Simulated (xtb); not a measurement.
xtb input (GFN1-xTB):

```bash
xtb mol.xyz --gfn 1 --sp --chrg 0 --uhf 0
```
mol.xyz:
```
7

Si     0.00717731     0.01476664    -0.00660904
F     -0.01968428    -0.45326785     1.51139593
F     -0.75125230    -1.13286210    -0.80149879
O     -0.74132541     1.42789810    -0.22155486
O      1.53083967     0.19645370    -0.50544906
H     -1.69469379     1.44699211    -0.33039224
H      2.21652652    -0.37337002    -0.15012403
```

Output:

```
           -------------------------------------------------
          |                Calculation Setup                |
           -------------------------------------------------

           -------------------------------------------------
          |                 G F N 1 - x T B                 |
           -------------------------------------------------

        Reference                      10.1021/acs.jctc.7b00118
      * Hamiltonian:
        H0-scaling (s, p, d)           1.850000    2.250000    2.000000
        zeta-weighting                 0.000000
      * Dispersion:
        s8                             2.400000
        a1                             0.630000
        a2                             5.000000
        s9                             0.000000
      * Repulsion:
        kExp                           1.500000
        rExp                           1.000000
      * Coulomb:
        alpha                          2.000000
        third order                    atomic
        anisotropic                    false
      * Halogen bond correction:
        rad-scale                      1.300000
        damping                        0.440000

          ...................................................
          :                      SETUP                      :
          :.................................................:
          :  # basis functions                  30          :
          :  # atomic orbitals                  29          :
          :  # shells                           15          :
          :  # electrons                        32          :
          :  # halogen bonds                     0          :
          :  max. iterations                   250          :
          :  Hamiltonian                  GFN1-xTB          :
          :  restarted?                      false          :
          :  GBSA solvation                  false          :
          :  PC potential                    false          :
          :  electronic temp.          300.0000000     K    :
          :  accuracy                    1.0000000          :
          :  -> integral cutoff          0.2500000E+02      :
          :  -> integral neglect         0.1000000E-07      :
          :  -> SCF convergence          0.1000000E-05 Eh   :
          :  -> wf. convergence          0.2000000E-04 e    :
          :  Broyden damping             0.4000000          :
          :  net charge                          0          :
          :  unpaired electrons                  0          :
          ...................................................

 iter      E             dE          RMSdq      gap      omega  full diag
   1    -22.9828212 -0.229828E+02  0.830E+00   10.17       0.0  T
   2    -22.9884966 -0.567542E-02  0.482E+00    9.92       1.0  T
   3    -22.9865830  0.191366E-02  0.509E-01    9.66       1.0  T
   4    -22.9890261 -0.244309E-02  0.305E-01    9.62       1.0  T
   5    -22.9897918 -0.765758E-03  0.452E-02    9.72       1.0  T
   6    -22.9898102 -0.183929E-04  0.884E-03    9.72       4.3  T
   7    -22.9898104 -0.200866E-06  0.177E-03    9.72      21.4  T
   8    -22.9898105 -0.493246E-07  0.255E-05    9.72    1481.2  T
   9    -22.9898105 -0.301270E-11  0.767E-06    9.72    4930.1  T

   *** convergence criteria satisfied after 9 iterations ***

         #    Occupation            Energy/Eh            Energy/eV
      -------------------------------------------------------------
         1        2.0000           -0.8254572             -22.4618
       ...           ...                  ...                  ...
        10        2.0000           -0.5551292             -15.1058
        11        2.0000           -0.5505061             -14.9800
        12        2.0000           -0.5185546             -14.1106
        13        2.0000           -0.5167180             -14.0606
        14        2.0000           -0.5145891             -14.0027
        15        2.0000           -0.5133088             -13.9678
        16        2.0000           -0.5116529             -13.9228 (HOMO)
        17                         -0.1545703              -4.2061 (LUMO)
        18                         -0.1271039              -3.4587
        19                         -0.0168952              -0.4597
        20                         -0.0163368              -0.4445
        21                          0.0271484               0.7387
       ...                                ...                  ...
        29                          1.2776382              34.7663
      -------------------------------------------------------------
                  HL-Gap            0.3570826 Eh            9.7167 eV
             Fermi-level           -0.3331116 Eh           -9.0644 eV

 SCC (total)                   0 d,  0 h,  0 min,  0.005 sec
 SCC setup                      ...        0 min,  0.000 sec (  2.422%)
 Dispersion                     ...        0 min,  0.000 sec (  0.654%)
 classical contributions        ...        0 min,  0.000 sec (  0.436%)
 integral evaluation            ...        0 min,  0.001 sec ( 25.789%)
 iterations                     ...        0 min,  0.001 sec ( 27.732%)
 molecular gradient             ...        0 min,  0.002 sec ( 41.102%)
 printout                       ...        0 min,  0.000 sec (  1.587%)

         :::::::::::::::::::::::::::::::::::::::::::::::::::::
         ::                     SUMMARY                     ::
         :::::::::::::::::::::::::::::::::::::::::::::::::::::
         :: total energy             -22.891194388845 Eh    ::
         :: gradient norm              0.027494577940 Eh/a0 ::
         :: HOMO-LUMO gap              9.716713204004 eV    ::
         ::.................................................::
         :: SCC energy               -22.989810457254 Eh    ::
         :: -> electrostatic           0.092600972799 Eh    ::
         :: repulsion energy           0.100176363086 Eh    ::
         :: dispersion energy         -0.001560294678 Eh    ::
         :: halogen bond corr.         0.000000000000 Eh    ::
         :: add. restraining           0.000000000000 Eh    ::
         :: total charge              -0.000000000000 e     ::
         :::::::::::::::::::::::::::::::::::::::::::::::::::::

           -------------------------------------------------
          |                Property Printout                |
           -------------------------------------------------

    * Orbital Energies and Occupations

         #    Occupation            Energy/Eh            Energy/eV
      -------------------------------------------------------------
         1        2.0000           -0.8254572             -22.4618
       ...           ...                  ...                  ...
         4        2.0000           -0.7698036             -20.9474
         5        2.0000           -0.6428019             -17.4915
         6        2.0000           -0.6028221             -16.4036
         7        2.0000           -0.5807454             -15.8029
         8        2.0000           -0.5625599             -15.3080
         9        2.0000           -0.5584695             -15.1967
        10        2.0000           -0.5551292             -15.1058
        11        2.0000           -0.5505061             -14.9800
        12        2.0000           -0.5185546             -14.1106
        13        2.0000           -0.5167180             -14.0606
        14        2.0000           -0.5145891             -14.0027
        15        2.0000           -0.5133088             -13.9678
        16        2.0000           -0.5116529             -13.9228 (HOMO)
        17                         -0.1545703              -4.2061 (LUMO)
        18                         -0.1271039              -3.4587
Note: The following floating-point exceptions are signalling: IEEE_DENORMAL
normal termination of xtb
        19                         -0.0168952              -0.4597
        20                         -0.0163368              -0.4445
        21                          0.0271484               0.7387
        22                          0.0312127               0.8493
        23                          0.2392731               6.5110
        24                          0.2722426               7.4081
        25                          0.3831953              10.4273
        26                          0.4393627              11.9557
        27                          0.7860737              21.3902
       ...                                ...                  ...
        29                          1.2776382              34.7663
      -------------------------------------------------------------
                  HL-Gap            0.3570826 Eh            9.7167 eV
             Fermi-level           -0.3331116 Eh           -9.0644 eV

  Mulliken/CM5 charges         n(s)   n(p)   n(d)
     1Si    0.69156  0.62427   0.737  1.261  1.311
     2F    -0.24212 -0.21860   1.754  5.488  0.000
     3F    -0.24212 -0.21860   1.754  5.488  0.000
     4O    -0.47714 -0.64757   1.637  4.840  0.000
     5O    -0.47714 -0.64757   1.637  4.840  0.000
     6H     0.37348  0.55404   0.627  0.000  0.000
     7H     0.37348  0.55404   0.627  0.000  0.000

Wiberg/Mayer (AO) data.
largest (>0.10) Wiberg bond orders for each atom

 ---------------------------------------------------------------------------
     #   Z sym  total        # sym  WBO       # sym  WBO       # sym  WBO
 ---------------------------------------------------------------------------
     1  14 Si   5.188 --     5 O    1.369     4 O    1.369     3 F    1.197
                             2 F    1.197
     2   9 F    1.287 --     1 Si   1.197
     3   9 F    1.287 --     1 Si   1.197
     4   8 O    2.271 --     1 Si   1.369     6 H    0.827
     5   8 O    2.271 --     1 Si   1.369     7 H    0.827
     6   1 H    0.865 --     4 O    0.827
     7   1 H    0.865 --     5 O    0.827
 ---------------------------------------------------------------------------

Topologies differ in total number of bonds
Writing topology from bond orders to xtbtopo.mol

 dipole moment from electron density (au)
     X       Y       Z
  -0.0904  -0.1860   0.0832  total (Debye):    0.567

           -------------------------------------------------
          | TOTAL ENERGY              -22.891194388845 Eh   |
          | GRADIENT NORM               0.027494577940 Eh/α |
          | HOMO-LUMO GAP               9.716713204004 eV   |
           -------------------------------------------------

------------------------------------------------------------------------
------------------------------------------------------------------------
 total:
 SCF:
```
